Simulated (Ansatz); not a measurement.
Be9O9H26. Total charge 0; singlet. Geometry r2SCAN-D4/def2-SVP, loosely relaxed; atoms count from 1.

Cartesian coordinates in Å:
```
Be -0.893 -2.457 -0.245
Be -2.704 -0.208 0.146
Be -0.467 -0.598 1.679
Be -1.000 -0.890 -2.722
Be 1.693 -1.875 0.244
Be 0.100 0.237 -0.433
Be 1.286 1.806 1.700
Be 2.958 0.801 0.429
Be 2.425 -0.041 2.542
O -2.345 -1.767 0.279
O -0.888 -2.251 -1.893
O -2.725 -0.397 -1.777
O 0.281 -1.197 0.318
O -1.251 0.607 0.549
O 0.778 0.384 2.447
O -0.112 0.275 -1.991
O 2.763 -0.789 1.035
O 1.351 1.292 0.046
H -0.581 -3.698 0.266
H -3.850 0.475 0.471
H -1.191 -1.165 2.691
H -1.442 2.177 3.471
H -1.236 -0.769 -4.072
H 2.349 -2.872 -0.389
H 3.077 -0.251 -2.621
H -2.387 3.423 0.856
H 0.833 3.048 1.997
H 0.733 1.914 -4.404
H 4.009 1.222 -0.304
H 3.074 -0.362 3.680
H 2.808 1.415 1.897
H -2.647 -2.210 1.086
H -1.835 1.570 3.707
H -0.630 -3.051 -2.368
H 2.483 -0.724 -2.610
H -3.181 -1.262 -1.804
H -3.283 0.237 -2.257
H -2.915 2.879 0.787
H -1.463 1.507 0.853
H 0.415 0.511 3.343
H 0.316 1.292 -4.540
H 0.246 0.925 -2.607
H 3.629 -1.238 1.047
H 1.418 2.072 -0.532
```

Single mean-field runs in def2-TZVP are fitted with def2-universal-jkfit. The geometry of the charge 0 singlet is only loosely relaxed. In the singlet geometry the species has come apart into loosely held pieces. In the singlet, H25 and H35 lie 0.76 Å apart, H22 and H33 lie 0.76 Å apart, H28 and H41 lie 0.76 Å apart (atoms count from 1), so H2 has formed as a molecule.

(1) Estimate the Mulliken populations of the heavy atoms from the PBE0/def2-TZVP orbitals of Ansatz.

(2) And the Mayer bond orders between heavy atoms (over 0.3)?

Answers

(1) 
| atom | charge (e) |
| --- | --- |
| Be1 | 0.10 |
| Be2 | 0.09 |
| Be3 | 0.01 |
| Be4 | -0.01 |
| Be5 | 0.07 |
| Be6 | 0.36 |
| Be7 | -0.10 |
| Be8 | -0.05 |
| Be9 | 0.01 |
| O10 | -0.45 |
| O11 | -0.41 |
| O12 | -0.48 |
| O13 | -0.22 |
| O14 | -0.37 |
| O15 | -0.29 |
| O16 | -0.28 |
| O17 | -0.32 |
| O18 | -0.31 |
Mulliken values depend strongly on the basis.

(2) Be1–O10 0.62 (1.69 Å); Be1–O11 0.69 (1.66 Å); Be1–O13 0.43 (1.81 Å); Be2–O10 0.83 (1.60 Å); Be2–O12 0.30 (1.93 Å); Be2–O14 0.60 (1.71 Å); Be3–O13 0.70 (1.66 Å); Be3–O14 0.43 (1.83 Å); Be3–O15 0.52 (1.76 Å); Be4–O11 0.91 (1.60 Å); Be4–O16 0.77 (1.64 Å); Be5–O13 0.98 (1.57 Å); Be5–O17 0.57 (1.72 Å); Be6–O13 0.47 (1.63 Å); Be6–O14 0.45 (1.71 Å); Be6–O16 0.88 (1.57 Å); Be6–O18 0.45 (1.70 Å); Be7–O15 0.63 (1.68 Å); Be7–O18 0.57 (1.73 Å); Be8–O17 0.57 (1.71 Å); Be8–O18 0.57 (1.72 Å); Be9–O15 0.60 (1.70 Å); Be9–O17 0.57 (1.72 Å).
